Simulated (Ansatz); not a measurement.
Diatomic Cu2, closed-shell singlet (the spin of the measured ground state). No spin–orbit coupling. Cu is treated without relativity.

```
level                 bond energy D_e (kcal/mol)
--------------------  --------------------------
SVWN5/def2-TZVPP                           59.72
PBE/def2-TZVPP                             48.52
r2SCAN/def2-TZVPP                          46.69
B97M-V/def2-TZVPP                          48.28
B3LYP/def2-TZVPP                           41.75
PBE0/def2-TZVPP                            40.95
BHLYP/def2-TZVPP                           34.83
CAM-B3LYP/def2-TZVPP                       40.24
wB97X-V/def2-TZVPP                         41.32
wB97M-V/def2-TZVPP                         44.76
CCSD/def2-TZVPP                            37.14
CCSD/def2-QZVPP                            39.74
CCSD(T)/def2-TZVPP                         41.96
CCSD(T)/def2-QZVPP                         44.90
```

The rows run from 34.83 (BHLYP/def2-TZVPP) to 59.72 kcal/mol (SVWN5/def2-TZVPP). From def2-TZVPP to def2-QZVPP CCSD(T) changes by 2.94. The 10 functionals in def2-TZVPP without D3 or D4 span 24.89, from BHLYP to SVWN5.

D_e counts from the fitted minimum to each atom's lowest state at the same level, without counterpoise. The singlet is restricted.

Correlated levels freeze the inner cores; with def2 sets outer-core shells near the valence are correlated too.

Codes used: Ansatz (Gaussian orbitals). Each number belongs to the level named beside it.

Ansatz is a program for electronic structure.
